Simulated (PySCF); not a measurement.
Method: PBE-D3(BJ)/def2-TZVP // PBE0-D3(BJ)/def2-TZVP run with PySCF 2.14.0. Isolated molecules, 0 K electronic values unless said otherwise. Excitations are Tamm–Dancoff values on a coarser integration grid. The basis has no diffuse functions, so Rydberg states are missing or too high.

Reference species (SMILES): `[CH3][Al]([I])[CH3]` (neutral, multiplicity 1).

```json
{
 "S1–T1 gap (TDA)": "0.12 eV",
 "S1 oscillator strength": "0.000",
 "LUMO": "-1.71 eV"
}
```

Changed species: `[CH3][Al]([CH3])[CH3]` (0 of 3 CH3 replaced by I; the reference has 1 of 3 CH3 replaced by I).

Q: Give the shifts of the S1–T1 gap (TDA), S1 oscillator strength and LUMO.

A: the S1–T1 gap (TDA) goes up by 0.16 eV, to 0.28 eV; the S1 oscillator strength is nearly the same; the LUMO goes up by 0.58 eV, to -1.13 eV.
